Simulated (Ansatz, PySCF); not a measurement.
This PySCF input computes a PBE0/def2-TZVPD energy:

```python
from pyscf import gto, scf, dft

mol = gto.M(
    atom='''
    Sn   -0.02797399   -0.02575360    0.03654894
    O     1.39170360    0.33420287   -1.15405831
    O    -1.48279100   -0.13502874    1.07454956
    H     2.12739847   -0.30571300   -1.19137685
    ''',
    basis='def2-tzvpd',
    ecp='def2-tzvp',
    charge=1,
    spin=0,
    verbose=4,
)

mf = dft.RKS(mol, xc='pbe0').density_fit(auxbasis='def2-universal-jkfit')
mf.grids.level = 3
mf.conv_tol = 1e-9
mf.max_cycle = 100
mf.max_memory = 1500
mf.kernel()
if not mf.converged:
    mf = mf.newton()
    mf.kernel(mf.make_rdm1())
mf.analyze()
```

Write an input for the same energy in Ansatz (a first-principles code) and say what it gives.


Ansatz 0.2 input:
```yaml
crystal:
  periodic: [false, false, false]
  atoms:
    - {symbol: Sn, position_ang: [-0.02797399, -0.02575360, 0.03654894]}
    - {symbol: O, position_ang: [1.39170360, 0.33420287, -1.15405831]}
    - {symbol: O, position_ang: [-1.48279100, -0.13502874, 1.07454956]}
    - {symbol: H, position_ang: [2.12739847, -0.30571300, -1.19137685]}
basis:
  gaussian:
    orbitals: def2-TZVPD
hamiltonian:
  xc: {name: PBE0}
total_charge: 1
output: {forces: true}
```
It gives -364.89552 Eh, and PySCF -364.89554 Eh, a difference of 0.02 mEh, from the treatment of integrals and grids.

It need not be the lowest isomer of its formula.
